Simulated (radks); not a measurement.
Effect of the nuclear size on the niobium ion Nb28+, [Ne] 3s2 3p1. Method: Dirac Kohn-Sham, PBE, spin-unpolarised, spherical densities, finite nucleus; open shells are shared between the two j in proportion to 2j + 1; Fermi nuclear charge, rms radius 4.324 fm; computed with a radial shooting solver on a logarithmic mesh with Libxc functionals. The rms radius is varied about that value; shifts are against it.

| rms radius (fm) | total energy shift (eV) | density at nucleus (e/bohr^3) | 1s1/2 shift (meV) | 2s1/2 shift (meV) | 2p1/2 shift (meV) | 3s1/2 shift (meV) | 3p1/2 shift (meV) | 3p3/2 shift (meV) | 4s1/2 (empty) shift (meV) |
|---|---|---|---|---|---|---|---|---|---|
| 3.8094 | -0.286 | 8.422e+04 | -120 | -13.1 | 0.855 | -3.16 | 0.227 | 0.273 | -1.21 |
| 3.9781 | -0.196 | 8.384e+04 | -82.2 | -8.95 | 0.586 | -2.17 | 0.155 | 0.187 | -0.827 |
| 4.324 | 0 | 8.313e+04 | 0.000 | 0.000 | 0.000 | 0.000 | 0.000 | 0.000 | 0.000 |
| 4.6872 | 0.221 | 8.244e+04 | 92.9 | 10.1 | -0.662 | 2.45 | -0.176 | -0.211 | 0.935 |
| 5.1239 | 0.509 | 8.168e+04 | 213 | 23.2 | -1.52 | 5.62 | -0.404 | -0.485 | 2.15 |

Slopes of the eigenvalues against <r^2> in GHz/fm^2, as finite differences over the two radii next to the reference (eigenvalue slopes, not the field-shift constants of lines): 1s1/2 6890, 2s1/2 750, 2p1/2 -49.1, 3s1/2 182, 3p1/2 -13.0, 3p3/2 -15.7, 4s1/2 (empty) 69.3.
